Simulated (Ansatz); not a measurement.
CH3BClI, SMILES `CB(Cl)I`, charge 0, multiplicity 1.

Problem. Give a relaxed structure at PBE0-D4/def2-TZVP (the Gaussian-basis code of Ansatz). (Estimate.)

Solution. Computed: 
```xyz
7

C     0.089   -0.204   -0.753
B    -0.157    0.304    0.692
Cl   -1.106    1.726    1.029
I     0.677   -0.755    2.349
H    -0.372    0.428   -1.512
H     1.164   -0.273   -0.948
H    -0.295   -1.225   -0.857
```
Point group Cs.
